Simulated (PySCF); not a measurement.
In(H)2(NH2) (H4InN), SMILES [NH2][InH2]. Atoms are numbered in the order given.

```xyz
6

In     0.0000     0.0000     0.2959
H      0.0000    -1.5522     1.0189
H      0.0000     1.5522     1.0189
N      0.0000     0.0000    -1.7114
H      0.0000    -0.8308    -2.2787
H      0.0000     0.8308    -2.2787
```
Charge 0, spin multiplicity 1.

The structure is a stationary point at PBE0-D3(BJ)/def2-TZVP. The def2 effective core potentials stand for the cores of In; spin–orbit coupling is left out.

All values below come from PBE0-D3(BJ)/def2-TZVP (PySCF).

Frequencies are harmonic and unscaled.

```csv
mode,ν (cm⁻¹),IR (km/mol),Raman (Å⁴/amu),depolarisation,moving atoms (share of kinetic energy)
1,161,214.5,2.2,0.75,"H 79 %, N 20 %"
2,353,35.7,9.5,0.75,H 97 %
3,473,0.0,5.2,0.75,H 100 %
4,539,54.2,0.3,0.75,H 97 %
5,546,188.0,6.5,0.14,"H 78 %, N 15 %"
6,636,3.1,17.8,0.43,"N 61 %, H 33 %"
7,696,88.8,1.7,0.75,"H 83 %, N 16 %"
8,1549,13.2,2.3,0.49,"H 90 %, N 10 %"
9,1851,275.6,57.9,0.75,H 99 %
10,1852,54.6,322.4,0.13,H 100 %
11,3608,11.1,203.9,0.11,H 96 %
12,3717,21.2,89.8,0.75,"H 91 %, N 9 %"
```
